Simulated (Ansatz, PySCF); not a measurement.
C2H7FO2Si. Atoms are numbered in the order given.

```xyz
13

C     -1.9496     1.0442     0.1414
C     -0.9029     0.0449     0.5898
O     -1.4698    -1.2559     0.5107
Si     0.6363     0.0579    -0.4826
O      1.5757     1.3559    -0.0862
F      1.4131    -1.3303    -0.1034
H     -2.8508     0.9532     0.7671
H     -2.2492     0.8609    -0.9024
H     -1.5698     2.0738     0.2229
H     -0.6080     0.2892     1.6324
H     -0.7901    -1.8925     0.7617
H      0.3698    -0.0149    -1.9446
H      2.3398     1.5583    -0.6331
```
Charge 0, spin multiplicity 1.

The structure is a stationary point at PBE0-D3(BJ)/def2-SVP. The structure was generated by enumeration; whether it is a known compound was not checked. Other conformers were not sampled.

Vertical ionisation energy (IE) and electron affinity (EA) in eV. Rows of orbital energies are one-electron estimates. Where ΔSCF, EOM or ADC give a negative EA the extra electron is unbound and the value depends on the basis.

| level | IE | EA |
|---|---|---|
| −ε(HOMO), −ε(LUMO), B3LYP/def2-TZVP (PySCF) | 7.28 | -0.08 |
| −ε(HOMO), −ε(LUMO), PBE/def2-TZVP (PySCF) | 5.98 | 0.45 |
| ΔSCF, PBE0/def2-SVPD (Ansatz), final states of multiplicity 2 and 2 | 9.80 | -1.27 |
| ΔSCF, PBE/def2-SVPD (Ansatz), final states of multiplicity 2 and 2 | ? | ? |

Question: Complete the blanks. (Estimate from the structure and the level; the computed values follow.)

Answer: 
- ΔSCF, PBE/def2-SVPD (Ansatz, an electronic-structure program), final states of multiplicity 2 and 2, IE: 9.42
- ΔSCF, PBE/def2-SVPD (Ansatz), final states of multiplicity 2 and 2, EA: -1.10

Question: What vertical singlet–triplet gap does ΔSCF give with PBE0/def2-SVPD (Ansatz) and with PBE/def2-SVPD (Ansatz)? (The exact figures need the calculation; the answer reports its results.)

Answer: 6.37 and 5.85 eV (triplet above singlet where positive).
